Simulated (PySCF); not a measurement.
All values below come from PBE-D3(BJ)/def2-TZVP // PBE-D3(BJ)/def2-SVP (PySCF). All species are isolated molecules in the gas phase. One relaxed conformer stands for a flexible species; it need not be the lowest. Excitations are Tamm–Dancoff values on a coarser integration grid. The basis has no diffuse functions, so Rydberg states are missing or too high.

Reference species (SMILES): `CC[Si](CC)(CC)CC` (neutral, multiplicity 1).

- S1–T1 gap (TDA) = 0.09 eV
- HOMO = -6.38 eV
- S1 excitation (TDA) = 6.51 eV

Changed species: `C([Si]([SiH3])([SiH3])[SiH3])C` (C–C–Si–Si torsion 60°) (1 of 4 SiH3 replaced by C2H5; the reference has 4 of 4 SiH3 replaced by C2H5).

Question: What does the change do to the S1–T1 gap (TDA), HOMO and S1 excitation (TDA)?

Answer: the S1–T1 gap (TDA) increases by 0.42 eV, to 0.51 eV; the HOMO falls by 0.30 eV, to -6.68 eV; the S1 excitation (TDA) decreases by 0.90 eV, to 5.61 eV.
